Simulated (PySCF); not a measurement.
```xyz
4
charge -1 multiplicity 1, angstrom
Mg    0.0000    0.0000    0.0000
Br    2.4583    0.0000    0.0000
Br   -1.2292    2.1290    0.0000
Br   -1.2292   -2.1290    0.0000
```

Computed with PBE0 in PySCF with Mg def2-SVPD, Br def2-SVPD; no relativity; density-fitted integrals.

This geometry of MgBr₃⁻ is a stationary point at this level.

**Question.** What is the point group?

**Answer.** D3h.

**Question.** Is it a minimum?

**Answer.** Yes: all harmonic wavenumbers are real.

**Question.** List the harmonic modes with their infrared intensities.

**Answer.** 
| symmetry | ω (cm⁻¹) | IR (km/mol, summed over degenerate members) |
| --- | --- | --- |
| e' | 64 | 3.3 |
| a2'' | 145 | 21.9 |
| a1' | 163 | 0.0 |
| e' | 367 | 232 |

**Question.** Give the atomic charges and bond orders.

**Answer.** 
| atom | Mulliken | Löwdin | polar tensor | Mayer order to Mg1 |
| --- | --- | --- | --- | --- |
| Mg1 | 0.77 | -0.27 | 1.21 | – |
| Br2,3,4 | -0.59 | -0.24 | -0.74 | 0.68 |

In D3h the vibrations span 2e' + a2'' + a1'. The a1' mode carries no infrared intensity, as symmetry demands.

This need not be the most stable arrangement of these atoms. The lowest empty level of this anion is unbound, so it and the gap depend on the basis.
